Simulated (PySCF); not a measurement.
Static response to an electric field

Species: C4H8N2O.
Structure used (GFN2-xTB), in Å, numbered top down from 1:
```xyz
15
C4H8N2O angstrom
N     -2.3419    0.8563    0.4230
C     -1.6917   -0.1755    0.6999
C     -0.8665   -1.0340   -0.2181
C      0.6215   -0.7777    0.0445
C      1.0188    0.5963   -0.4801
N      2.0419    1.1760    0.1892
O      0.4920    1.1235   -1.4317
H     -2.3022    1.1331   -0.5581
H     -1.6980   -0.4833    1.7445
H     -1.0832   -0.7836   -1.2590
H     -1.0985   -2.0861   -0.0406
H      0.8439   -0.8583    1.1101
H      1.2227   -1.5169   -0.4914
H      2.3626    2.0808   -0.1133
H      2.4742    0.7572    0.9922
```

Level: PBE0/def2-SVPD (PySCF), static field, nuclei fixed, core orbitals frozen in the response. The polarisability tensor in these axes (au):

```
x   70.76 -1.14  3.94
y   -1.14 67.21 -3.74
z    3.94 -3.74 61.27
```

Give the principal values, the mean and the anisotropy Δα = √{½[(α1 − α2)² + (α2 − α3)² + (α1 − α3)²]}.

Principal values 58.64, 67.37 and 73.22 au; mean 66.41 au = 9.84 Å³ = 10.95 × 10⁻⁴⁰ C²·m²/J; Δα = 12.71 au (19 % of the mean).

What is the dipole moment, and where does it point?

(3.68, -2.31, 1.73) D, 4.68 D in size, pointing from the negative to the positive side. Measured along this direction, the outermost atoms are H8 at the negative end and H15 at the positive end.

Sum over states: ᾱ = Σ f/ω², ω in Eh. What share falls to these 6 lowest TDDFT singlets (eV, f)? 5.13, 0.0015; 5.76, 0.0002; 6.53, 0.0007; 6.57, 0.0028; 6.78, 0.0015; 7.02, 0.0076.

They add up to 0.25 au, 0.4 % of the 66.41 au; the largest single term is 0.11 au, from the state at 7.02 eV. Terms in order: 0.04, 0.00, 0.01, 0.05, 0.02, 0.11 au. Higher excitations give the rest. The strengths listed sum to 0.014.

In a dilute gas of rigid molecules at 400 K, how does the orientational term μ²/3kT compare with the electronic polarisability?

In Gaussian units μ²/3kT = 132.04 Å³ against 9.84 Å³, a ratio of 13.42; the Debye molar polarisation (4π/3)N_A(α + μ²/3kT) is 357.9 cm³/mol, leaving out the vibrational part.

Find the Langevin capture rate constant for O2+ (31.990 u) meeting this molecule (100.064 u), k = 2.342 × 10⁻⁹ cm³/s × √(α in Å³ / reduced mass in u).

The reduced mass is 24.24 u, so k = 1.49 × 10⁻⁹ cm³/s. The formula leaves out the permanent dipole, which adds to the capture rate.

One conformer (not necessarily the lowest) at the GFN2-xTB geometry, without solvent, vibrations or thermal averaging.
